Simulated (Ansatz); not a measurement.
Computed with Ansatz on PBE0-D4/def2-TZVP structures; ΔE is electronic, products minus reactants. CCSD(T)/CBS adds triple-zeta CCSD(T) − MP2 to the extrapolated MP2 energy (def2 sets, frozen cores). Functionals use def2-TZVPP. For Ge outer-core shells are correlated without core-valence functions, which leaves a few kJ/mol of doubt a bond. Scalar relativity is left out up to krypton. One conformer a species, not always the lowest.

Consider the substitution at a C–C bond: `CCCCCCCCC` + `O[SiH](F)[O][GeH3]` → `CO[SiH](F)[O][GeH3]` + `CCCCCCCC`.

`CCCCCCCCC`:

Z-matrix (Å, degrees):
```
C
C 1 1.520
H 1 1.093 2 111.8
H 1 1.092 2 111.2 3 -120.0
H 1 1.094 2 111.1 3 120.0
C 2 1.525 1 113.9 3 -64.3
H 2 1.095 1 109.2 3 174.3
H 2 1.095 1 109.5 3 59.0
C 6 1.524 2 115.2 1 58.7
H 6 1.096 2 108.8 1 -178.7
H 6 1.096 2 108.8 1 -63.6
C 9 1.519 6 114.3 2 59.2
H 9 1.096 6 108.7 2 -178.9
H 9 1.096 6 109.8 2 -63.8
C 12 1.522 9 112.9 6 176.0
H 12 1.093 9 109.9 6 -61.1
H 12 1.098 9 109.4 6 54.6
C 15 1.530 12 114.6 9 176.3
H 15 1.096 12 108.1 9 -61.2
H 15 1.098 12 109.4 9 53.2
C 18 1.525 15 115.0 12 -94.3
H 18 1.097 15 109.2 12 29.1
H 18 1.094 15 109.3 12 144.4
C 21 1.520 18 115.3 15 60.5
H 21 1.097 18 108.6 15 -62.3
H 21 1.095 18 108.5 15 -176.9
H 24 1.093 21 110.9 18 176.2
H 24 1.094 21 111.3 18 56.3
H 24 1.093 21 111.8 18 -64.1
```

`O[SiH](F)[O][GeH3]`:

Z-matrix (Å, degrees):
```
Si
F 1 1.596
O 1 1.604 2 111.1
O 1 1.633 2 108.1 3 118.5
H 1 1.472 2 106.4 3 -119.7
Ge 3 1.786 1 134.6 2 87.5
H 4 0.958 1 118.8 2 42.5
H 6 1.534 3 107.6 1 81.0
H 6 1.535 3 108.6 1 -40.1
H 6 1.532 3 104.9 1 -159.8
```

`CO[SiH](F)[O][GeH3]`:

Z-matrix (Å, degrees):
```
C
O 1 1.411
H 1 1.095 2 111.3
H 1 1.091 2 108.2 3 119.1
H 1 1.094 2 111.2 3 -121.5
Si 2 1.627 1 125.4 3 61.2
O 6 1.605 2 108.0 1 172.6
F 6 1.595 2 108.4 1 52.6
H 6 1.473 2 112.7 1 -64.6
Ge 7 1.786 6 133.3 2 -23.6
H 10 1.535 7 108.7 6 -45.6
H 10 1.534 7 107.9 6 75.6
H 10 1.533 7 104.8 6 -165.2
```

`CCCCCCCC`:

Z-matrix (Å, degrees):
```
C
C 1 1.519
H 1 1.094 2 111.1
H 1 1.094 2 111.1 3 119.5
H 1 1.092 2 111.7 3 -120.2
C 2 1.520 1 113.1 3 -59.8
H 2 1.096 1 109.6 3 178.1
H 2 1.096 1 109.6 3 62.2
C 6 1.519 2 113.5 1 179.8
H 6 1.097 2 109.3 1 57.5
H 6 1.098 2 109.2 1 -57.9
C 9 1.520 6 113.1 2 179.7
H 9 1.096 6 108.9 2 57.0
H 9 1.098 6 109.4 2 -58.3
C 12 1.524 9 114.4 6 176.0
H 12 1.096 9 109.2 6 -60.4
H 12 1.096 9 108.8 6 54.4
C 15 1.525 12 115.3 9 60.0
H 15 1.096 12 108.8 9 -62.5
H 15 1.097 12 108.7 9 -177.6
C 18 1.520 15 113.9 12 59.5
H 18 1.095 15 108.4 12 -178.7
H 18 1.095 15 109.8 12 -63.7
H 21 1.093 18 111.8 15 -64.0
H 21 1.092 18 111.2 15 176.0
H 21 1.094 18 111.1 15 56.1
```

```csv
level,ΔE (kcal/mol)
PBE-D4,10.2
r2SCAN-D4,10.1
HF/def2-TZVPP,6.4
SCS-MP2/def2-TZVPP,10.7
CCSD/def2-TZVPP,10.5
CCSD(T)/def2-TZVPP,10.9
HF/def2-QZVPP,6.3
SCS-MP2/def2-QZVPP,10.9
```

(1) What does CCSD(T)/CBS give? (Best estimate.)

Largest T1 diagnostic among the species: 0.012.

Results:

(1) Computed: +11.3 kcal/mol. The listed levels differ from it by -1.1, -1.2, -4.9, -0.6, -0.8, -0.4, -5.0, -0.4 kcal/mol.

In def2-TZVPP, CCSD(T) changes the Hartree–Fock value by +4.5 kcal/mol (the triples alone add +0.4 kcal/mol) and MP2 by +5.9 kcal/mol. The D4 term adds +1.3 kcal/mol with B3LYP and +0.8 kcal/mol with PBE0; it sums over pairs of atoms, weighted by their polarisabilities, and B3LYP, whose exchange is more repulsive, gets the larger term.

B3LYP here is the variant with VWN-RPA as its local correlation; programs differ in this.
